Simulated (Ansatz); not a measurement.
Computed with Ansatz on PBE0-D4/def2-TZVP structures; ΔE is electronic, products minus reactants. CBS: MP2 limit from def2 TZ/QZ plus the TZ coupled-cluster correction, frozen cores. Functionals use def2-TZVPP. For Ge outer-core shells are correlated without core-valence functions, which leaves a few kJ/mol of doubt a bond. Scalar relativity is left out up to krypton. Each species was taken in one conformer, which may not be the lowest.

`C[B]1[O][GeH2]1` → `[BH2][GeH2][CH]=O`  (isomerisation)

`C[B]1[O][GeH2]1`:

```xyz
9

C    -0.967    1.237    0.506
B    -0.037    0.208   -0.175
O     0.617    0.007   -1.279
Ge    0.963   -1.560   -0.110
H    -0.523    1.585    1.443
H    -1.154    2.097   -0.142
H    -1.921    0.770    0.764
H     0.521   -2.750   -0.985
H     2.502   -1.595   -0.022
```

`[BH2][GeH2][CH]=O`:

Z-matrix (Å, degrees):
```
Ge
C 1 2.023
B 1 2.051 2 106.4
H 1 1.534 2 107.1 3 -125.1
H 1 1.542 2 104.9 3 118.1
O 2 1.196 1 123.3 3 101.1
H 2 1.116 1 116.4 3 -78.5
H 3 1.193 1 121.6 2 -110.2
H 3 1.194 1 119.4 2 66.9
```

Question: Is it downhill or uphill in electronic energy at CCSD(T)/CBS, and by how much? (Best estimate.)

Answer: Ansatz gave: Uphill: ΔE = +267.7 kJ/mol.

Question: What do these levels give: PBE-D4, revPBE-D4, B97M-V, r2SCANh-D4, ωB97M-V, revPBE, PBE0, r2SCAN0, CCSD/def2-SVP, CCSD(T)/def2-TZVPP, MP2/def2-QZVPP, MP2/CBS(def2)? (An estimate is asked.)

Answer: The calculation gave: PBE-D4 269.2, revPBE-D4 259.6, B97M-V 277.4, r2SCANh-D4 276.0, ωB97M-V 270.1, revPBE 257.8, PBE0 270.8, r2SCAN0 276.2, CCSD/def2-SVP 260.0, CCSD(T)/def2-TZVPP 261.0, MP2/def2-QZVPP 283.7, MP2/CBS(def2) 286.2 kJ/mol.

Largest T1 diagnostic among the species: 0.016.

Leaving LDA and LC-ωPBE aside and taking each functional with its dispersion term where it has one, the values, not all of them listed here, spread over 21.9 kJ/mol, from BLYP-D4 to B97M-V. LDA lies +29.3 kJ/mol from PBE without D4. In def2-TZVPP, CCSD(T) changes the Hartree–Fock value by +42.8 kJ/mol (the triples alone add +6.7 kJ/mol) and MP2 by +61.4 kJ/mol.
